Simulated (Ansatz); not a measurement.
One change: `C=C=C([SiH3])Cl` becomes `C=C=C([SiH3])BF`.

Ansatz, PBE0-D4/def2-TZVP geometries, multiplicity 1. Each molecule was computed in one conformer, which needn't be the lowest.

```tsv
property	`C=C=C([SiH3])Cl`
LUMO energy (PBE0/def2-TZVPP) / eV	-0.92
LUMO energy (PBE/def2-TZVPP) / eV	-1.90
HOMO–LUMO gap (ωB97M-V/def2-TZVPP) / eV	10.84
size of the dipole moment (B3LYP/def2-TZVPP) / D	1.69
HOMO energy (B3LYP/def2-TZVPP) / eV	-7.25
LUMO energy (B3LYP/def2-TZVPP) / eV	-1.12
```

Problem. What does the change do to each property? (An estimate is asked.)

Solution. The calculation gave: 
| property | `C=C=C([SiH3])BF` | shift |
| --- | --- | --- |
| LUMO energy (PBE0/def2-TZVPP) / eV | -1.61 | -0.69 |
| LUMO energy (PBE/def2-TZVPP) / eV | -2.56 | -0.66 |
| HOMO–LUMO gap (ωB97M-V/def2-TZVPP) / eV | 10.25 | -0.59 |
| size of the dipole moment (B3LYP/def2-TZVPP) / D | 1.87 | 0.18 |
| HOMO energy (B3LYP/def2-TZVPP) / eV | -7.41 | -0.16 |
| LUMO energy (B3LYP/def2-TZVPP) / eV | -1.81 | -0.69 |

With PBE0 the HOMO falls by 0.15 eV and the LUMO falls by 0.69 eV, so the gap narrows by about 0.54 eV. PBE moves the HOMO by -0.17 eV and ωB97M-V by -0.15 eV. Dipoles are sizes alone; their direction can turn.

B3LYP here is the variant with VWN-RPA as its local correlation; programs differ in this.
